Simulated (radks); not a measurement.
Gd I, 64 electrons, occupied as [Xe] 4f7 5d1 6s2. Calculated with a radial shooting solver on a logarithmic mesh with Libxc functionals: scalar-relativistic Kohn-Sham, LDA (Slater exchange, Perdew-Wang correlation), spin-polarised, spherical densities, point nucleus; open shells are filled with parallel spins first (spin-orbit coupling, left out, can overturn this in heavy ions).

Unscreened Slater integrals over Kohn-Sham orbitals (eV). They are taken over the spin-up orbitals.

integral,value
"F0(5d,5d)",9.1501
"F2(5d,5d)",4.5027
"F4(5d,5d)",2.8918
"F0(5d,6s)",7.1876
"G2(5d,6s)",2.3715
"F0(5d,4f)",12.180
"F2(5d,4f)",2.7595
"F4(5d,4f)",1.3164
"G1(5d,4f)",1.3381
"G3(5d,4f)",1.0396
"G5(5d,4f)",0.78113
"F0(5d,5p)",11.251
"F2(5d,5p)",4.9496
"G1(5d,5p)",5.5517
"G3(5d,5p)",3.3812
"F0(6s,6s)",6.3235
"F0(6s,4f)",8.2810
"G3(6s,4f)",0.27238
"F0(6s,5p)",7.9318
"G1(6s,5p)",0.56793
"F0(4f,4f)",29.784
"F2(4f,4f)",13.982
"F4(4f,4f)",8.7382
"F6(4f,4f)",6.2769
"F0(4f,5p)",18.951
"F2(4f,5p)",6.5784
"G2(4f,5p)",3.4802
"G4(4f,5p)",2.6744
"F0(5p,5p)",15.803
"F2(5p,5p)",8.4745

Derived for the open shells (J is the average intra-shell exchange parameter used in DFT+U). 4f: F4/F2 = 0.625, F6/F2 = 0.449, J = (286 F2 + 195 F4 + 250 F6)/6435 = 1.130 eV. 5d: Racah B = F2/49 - 5 F4/441 = 0.05911 eV, C = 35 F4/441 = 0.2295 eV, C/B = 3.88, F4/F2 = 0.642, J = (F2 + F4)/14 = 0.5282 eV.
